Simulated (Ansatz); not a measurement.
Cd₂Te, relaxed as a singlet with RKS PBE0-D4/def2-TZVP in Ansatz, starting from the GFN1-xTB geometry. Force threshold 0.02 eV/Å.

In the def2 sets Cd, Te take a core potential; there is no spin–orbit coupling. At PBE0-D4/def2-TZVP a triplet of charge 0 lies 0.10 eV below the restricted singlet, each at its own geometry. The structure comes from a short search, and lower isomers may exist.

Start:

| atom | x (Å) | y (Å) | z (Å) |
| --- | --- | --- | --- |
| Cd1 | -1.225 | -1.900 | -1.413 |
| Cd2 | 1.223 | 1.901 | 1.413 |
| Te3 | 0.003 | -0.001 | 0.000 |

**Question.** Estimate the energy that the relaxation releases and the steps that it takes.

**Answer.** 1.7 kJ/mol, in 3 steps; 6.5 s on 4 threads of Arm Neoverse V1 on a shared host. No frequencies were taken in this run, so the end may be a saddle point.

**Question.** Does the start keep its bonding and symmetry?

**Answer.** By distances, no bond broke or formed. The bond that changes most is Cd2–Te3, from 2.67 to 2.72 Å (atoms count from 1). Point group D∞h at the start, D∞h at the end, both within 0.05 Å.

**Question.** Predict the relaxed structure.

**Answer.** 
```xyz
3

Cd   -1.249   -1.938   -1.441
Cd    1.248    1.938    1.441
Te    0.002   -0.001    0.000
```
Bond lengths (bridged metal pairs left out): 2 × Cd–Te 2.72 Å.
